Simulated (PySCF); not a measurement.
CF₂GaNO.

```xyz
6

Ga     0.0049     0.6662     0.0000
F      1.2671     1.8578     0.0000
F     -1.6417     1.2265     0.0000
N      0.4212    -1.0815     0.0000
C      0.1379    -2.2587     0.0000
O     -0.0693    -3.4110     0.0000
```

Geometry: TPSSh-D3(BJ)/def2-SVP. The structure was generated by enumeration; whether it is a known compound was not checked. One conformer was computed; it need not be the lowest.

Calculation: PBE/pcSseg-1 run with PySCF. Non-relativistic, no solvent.

Computed absolute GIAO shielding of each atom: isotropic value and principal components (ppm):
```
atom  σ(iso)     σ11     σ22     σ33   span
----  ------  ------  ------  ------  -----
Ga1   1559.0  1279.1  1654.0  1743.9  464.8
F2     325.3   225.1   329.6   421.2  196.1
F3     309.0   196.2   314.2   416.7  220.5
N4     219.4   155.9   167.7   334.7  178.8
C5      54.9   -58.9   -57.6   281.3  340.2
O6     178.0    73.0    75.3   385.6  312.6
```
